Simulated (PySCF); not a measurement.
[Yb(H2O)4]3+ relaxed at several levels

Computed with PySCF 2.14.0, def2-SVP on the ligands, density fitting, scalar-relativistic core potentials, no spin-orbit coupling, vacuum. Each row is relaxed at its own level from the same template. Distances are means of the shortest metal–ligand contacts, charges and spins Mulliken's; removal energies are rigid, with the ligand's formal charge and no counterpoise, so too large; for an anion taken off a cation in vacuum most of it is the attraction of opposite charges, and multiply charged cations can part far more cheaply with an electron moved from ligand to metal. lcecp potentials hold a fixed number of 4f electrons in the core, out of states, spins and gaps.

```csv
level,basis on the metal,point group,M–H2O (Å),charge on M (e),removal of one H2O (eV),"strongest infrared band, degenerate modes summed (cm⁻¹)",unstable modes (below −25 cm⁻¹)
B3LYP,lcecp-1-SVP with ECP59,S4,2.232,1.65,3.64,3556,0
r2SCAN,lcecp-1-SVP with ECP59,S4,2.230,1.69,3.62,–,not given
```

Task: What does the calculation give for PBE0, lcecp-1-SVP with ECP59?

Result: point group: S4, M–H2O (Å): 2.223, charge on M (e): 1.70, removal of one H2O (eV): 3.61, unstable modes (below −25 cm⁻¹): not given.
```xyz
13

Yb    0.0001    0.0000    0.0000
O     1.3170    1.2992    1.2319
H     2.1235    1.0471    1.7380
H     1.2380    2.2675    1.3961
O    -1.3167   -1.2321    1.2992
H    -1.2382   -1.3958    2.2674
H    -2.1237   -1.7377    1.0470
O     1.3170   -1.2992   -1.2319
H     1.2380   -2.2675   -1.3961
H     2.1235   -1.0471   -1.7380
O    -1.3167    1.2321   -1.2992
H    -2.1237    1.7377   -1.0470
H    -1.2382    1.3958   -2.2674
```

Moved off a saddle point of the template and relaxed again: B3LYP, PBE0, r2SCAN. One start shape was tried for each, so a minimum needn't be the lowest isomer.
